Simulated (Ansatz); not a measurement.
Job for Ansatz (a program for electronic structure): U-CCSD(T)/def2-SVP on Te2, 2S+1 = 3, a point of a bond scan (R = 10.299 Å). Elements past Kr take the def2 small-core potentials; no spin–orbit coupling. The run froze 18 orbitals, filled d shells among them.

Ansatz 0.2 input:
```yaml
crystal:
  periodic: [false, false, false]
  atoms:
    - {symbol: Te, position_ang: [-0.00000000, -0.00000000, -1.28732190]}
    - {symbol: Te, position_ang: [0.00000000, 0.00000000, 9.01125330]}
basis:
  gaussian:
    orbitals: def2-SVP
magnetization: {spin_polarized: true, initial_magnetization: 2}
correlation: {method: ccsd_t, electrons: outside_noble_gas}
scf: {omitted_lower_state_checks: [cluster_reference]}
```

Program output:

```
WARN ansatz: RAYON_NUM_THREADS=1 ignored (pool sized by the plan → 1); use --threads N
Functional definition: HF
these checks for a lower state are left out or cut short: cluster_reference
integrals: 0.04 GiB planned
666 factors; integrals over basis functions are off by at most 1.6e-4 eV
mean field: 0.21 GiB planned
mean field evaluation 1: about -14525.0137 eV, gradient 3.6e0 eV
mean field evaluation 2: about -14525.0142 eV, gradient 3.6e0 eV
mean field evaluation 4: about -14525.1457 eV, gradient 2.6e-1 eV
mean field evaluation 8: about -14525.1462 eV, gradient 1.6e-2 eV
mean field evaluation 16: about -14528.8351 eV, gradient 8.1e-1 eV
mean field evaluation 32: about -14530.2467 eV, gradient 2.4e-4 eV
mean field evaluation 64: about -14525.1462 eV, gradient 1.6e-4 eV
mean field evaluation 96: about -14530.2467 eV, gradient 3.1e-6 eV
mean field evaluation 128: about -14526.5877 eV, gradient 1.1e-4 eV
mean field evaluation 160: about -14526.5845 eV, gradient 4.5e-1 eV
mean field evaluation 192: about -14525.3351 eV, gradient 1.0e1 eV
mean field evaluation 224: about -14526.5877 eV, gradient 1.4e-6 eV
mean field evaluation 256: about -14530.2467 eV, gradient 3.5e-6 eV
mean field evaluation 288: about -14528.8897 eV, gradient 1.1e1 eV
mean field evaluation 320: about -14530.2467 eV, gradient 2.0e-6 eV
mean field evaluation 352: about -14530.2467 eV, gradient 1.1e-3 eV
mean field evaluation 384: about -14530.2409 eV, gradient 9.0e-1 eV
mean field evaluation 416: about -14530.2435 eV, gradient 4.7e-1 eV
mean field evaluation 448: about -14530.2467 eV, gradient 7.3e-6 eV
mean field evaluation 480: about -14530.2467 eV, gradient 5.8e-3 eV
mean field evaluation 512: about -14525.5797 eV, gradient 4.8e0 eV
mean field evaluation 544: about -14525.8564 eV, gradient 1.8e-1 eV
mean field evaluation 576: about -14522.4195 eV, gradient 2.2e-2 eV
mean field evaluation 608: about -14530.2467 eV, gradient 1.0e-3 eV
mean field -14530.24672491 eV, -533.9767181855 hartree, gradient 4.0e-10 eV, S^2 3.026806; 23 other end points of the search recorded, 0 dependent functions left out
18 core orbitals not correlated
reference -14530.24672491 eV, -533.9767181855 hartree; 7, 5 occupied and 27, 29 virtual orbitals, 666 factors
second order -3.16679577 eV of doubles, -0.00000000 eV of singles
coupled cluster: 0.10 GiB planned
cycle   1  -3.75869206 eV  change   -5.9e-1 eV  update   6.2e-2
cycle   2  -3.95922655 eV  change   -2.0e-1 eV  update   2.9e-2
cycle   3  -3.99239967 eV  change   -3.3e-2 eV  update   2.0e-2
cycle   4  -4.07084111 eV  change   -7.8e-2 eV  update   1.6e-2
cycle   5  -4.07644259 eV  change   -5.6e-3 eV  update   4.0e-3
cycle   6  -4.08191936 eV  change   -5.5e-3 eV  update   7.7e-4
cycle   7  -4.08052060 eV  change    1.4e-3 eV  update   1.8e-4
cycle   8  -4.08098151 eV  change   -4.6e-4 eV  update   5.7e-5
cycle   9  -4.08081159 eV  change    1.7e-4 eV  update   2.0e-5
cycle  10  -4.08087163 eV  change   -6.0e-5 eV  update   8.6e-6
cycle  11  -4.08085712 eV  change    1.5e-5 eV  update   2.6e-6
coupled cluster: 0.10 GiB planned
perturbative correction -0.14055369 eV, -0.0051652527 hartree
WARN: the results are in doubt because among natural orbitals full CI differs from the method by -0.190 eV
Total energy: -14534.46813572 eV, -534.1318521714 hartree
In doubt: among natural orbitals full CI differs from the method by -0.190 eV
Checks for a lower state left out: cluster_reference
```

The calculation finished and met its thresholds. Its determinant has ⟨S²⟩ = 3.03, a mixture of spin states.

Warnings raised: large difference.

Cost: around 15 core-seconds (rough).
